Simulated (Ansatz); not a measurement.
Stepwise reaction of `[Cl][Mg][Cl]` with methanol, as a gas-phase model of exchange steps in deposition or etching. ΔE in kJ/mol.

Gas-phase electronic energies from Ansatz, PBE0-D4/def2-TZVP geometries. CBS: MP2 limit from def2 TZ/QZ plus the TZ coupled-cluster correction, frozen cores. This one scheme is used for every species. Functionals use def2-TZVPP. B3LYP here is the variant with VWN-RPA as its local correlation; programs differ in this. For Mg outer-core shells are correlated without core-valence functions, which leaves a few kJ/mol of doubt a bond. One conformer a species, not always the lowest.

| step | reaction | PBE-D4 | B3LYP-D4 | ωB97M-V | CCSD(T)/CBS |
| --- | --- | --- | --- | --- | --- |
| 2 | `C[O][Mg][Cl]` + CH₃OH → `C[O][Mg][O]C` + HCl | 84.7 | 83.4 | 87.5 | 83.2 |

Problem. Give the row of step 1, `[Cl][Mg][Cl]` + CH₃OH → `C[O][Mg][Cl]` + HCl. (Estimate.)

Solution. The calculation gave: 
```
step                                       reaction  PBE-D4  B3LYP-D4  ωB97M-V  CCSD(T)/CBS
   1  `[Cl][Mg][Cl]` + CH₃OH → `C[O][Mg][Cl]` + HCl    80.1      78.1     82.2         77.4
```

Problem. By hand: ΔE of the 2 steps together at CCSD(T)/CBS.

Solution. (77.4) + (83.2) = 160.6 kJ/mol, or 80.3 kJ/mol a step.

In ΔE each step is higher than the one before. All are uphill at CCSD(T)/CBS. PBE-D4 differs from CCSD(T)/CBS by 1.5 to 2.7 kJ/mol a step. Isolated molecules leave out the surface, adducts and barriers. Largest T1 diagnostic: 0.011.
